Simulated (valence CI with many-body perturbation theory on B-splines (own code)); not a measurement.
Level structure of Ta34+

Calculated by configuration interaction combined with many-body perturbation theory (CI+MBPT): three valence electrons over a frozen Dirac-Fock core [Kr], radial functions for each j: 7 s, 7 p, 8 d, 6 f, 4 g, 1 h, with the one-electron correlation potential Σ1 (screened to all orders), the two-electron term Σ2, the three-electron term Σ3, Breit, model QED; selected single and double excitations, second order for the rest, scaled by the run's own slope (own B-spline code, finite nucleus).

The last digits are not significant, and no measured levels were compared; by estimate large intervals hold to a few tenths of a per cent, small ones and those within an open d or f shell to about a per cent. The list stops below the first excitations out of the core.

Levels 1 to 19 of 19, with energies above the lowest level, (4d3/2^3) J=3/2. "Leading %" is the weight of the configuration and term that name the level; weights of strongly mixed levels are sums over their largest components and can fall short. In the jj column 3d3/2^4 stands for four electrons in 3d with j = 3/2. Lifetimes count E1, E2, E3, M1 and M2 decay at the calculated energies, and are blank where another channel may lead or the interval is too uncertain; long ones can be off by a factor of two.

| No. | Configuration | Term | J | E (cm⁻¹) | Leading % | Leading jj | Lifetime | Second component |
| --- | --- | --- | --- | --- | --- | --- | --- | --- |
| 1 | 4d3 | 4F | 3/2 | 0 | 51 | 4d3/2^3 (96 %) |  | 35 % 4d3 2D |
| 2 | 4d3 | 4F | 5/2 | 111260 | 85 | 4d3/2^2 4d5/2 (98 %) | 27.9 μs | 14 % 4d3 2D |
| 3 | 4d3 | 4P | 3/2 | 130620 | 40 | 4d3/2^2 4d5/2 (97 %) | 33.6 μs | 29 % 4d3 2P |
| 4 | 4d3 | 2G | 7/2 | 141120 | 46 | 4d3/2^2 4d5/2 (94 %) | 2.37 ms | 40 % 4d3 4F |
| 5 | 4d3 | 2H | 9/2 | 144360 | 43 | 4d3/2^2 4d5/2 (98 %) | 3.75 s | 42 % 4d3 2G |
| 6 | 4d3 | 4P | 1/2 | 145950 | 60 | 4d3/2^2 4d5/2 (99 %) | 89.0 μs | 40 % 4d3 2P |
| 7 | 4d3 | 4P | 5/2 | 207570 | 46 | 4d3/2^2 4d5/2 (88 %) | 147 μs | 34 % 4d3 2D |
| 8 | 4d3 | 4F | 7/2 | 251460 | 59 | 4d3/2 4d5/2^2 (96 %) | 13.9 μs | 38 % 4d3 2G |
| 9 | 4d3 | 4F | 9/2 | 264430 | 53 | 4d3/2 4d5/2^2 (96 %) | 24.3 μs | 42 % 4d3 2H |
| 10 | 4d3 | 4P | 3/2 | 278040 | 41 | 4d3/2 4d5/2^2 (99 %) | 10.9 μs | 39 % 4d3 2D |
| 11 | 4d3 | 2P | 1/2 | 286660 | 60 | 4d3/2 4d5/2^2 (99 %) | 17.4 μs | 40 % 4d3 4P |
| 12 | 4d3 | 2D | 5/2 | 294020 | 45 | 4d3/2 4d5/2^2 (88 %) | 23.0 μs | 28 % 4d3 4P |
| 13 | 4d3 | 2H | 11/2 | 294280 | 100 | 4d3/2 4d5/2^2 (100 %) | 56.3 μs |  |
| 14 | 4d3 | 2D | 5/2 | 314680 | 44 | 4d3/2 4d5/2^2 (96 %) | 34.4 μs | 40 % 4d3 2F |
| 15 | 4d3 | 2F | 7/2 | 320230 | 82 | 4d3/2 4d5/2^2 (97 %) | 42.3 μs | 16 % 4d3 2G |
| 16 | 4d3 | 2D | 3/2 | 372570 | 67 | 4d3/2 4d5/2^2 (86 %) | 17.2 μs | 26 % 4d3 2P |
| 17 | 4d3 | 2G | 9/2 | 402660 | 53 | 4d5/2^3 (97 %) | 11.1 μs | 32 % 4d3 4F |
| 18 | 4d3 | 2D | 3/2 | 445140 | 56 | 4d5/2^3 (87 %) | 10.5 μs | 32 % 4d3 2P |
| 19 | 4d3 | 2D | 5/2 | 475560 | 63 | 4d5/2^3 (94 %) | 7.66 μs | 22 % 4d3 2F |

The ionisation energy to 4d2 3F_2 of the next ion comes out as 1435.6 eV (NIST: 1434 ± 5 eV (theoretical)). All 19 levels together are meant to be complete up to 985350 cm⁻¹.
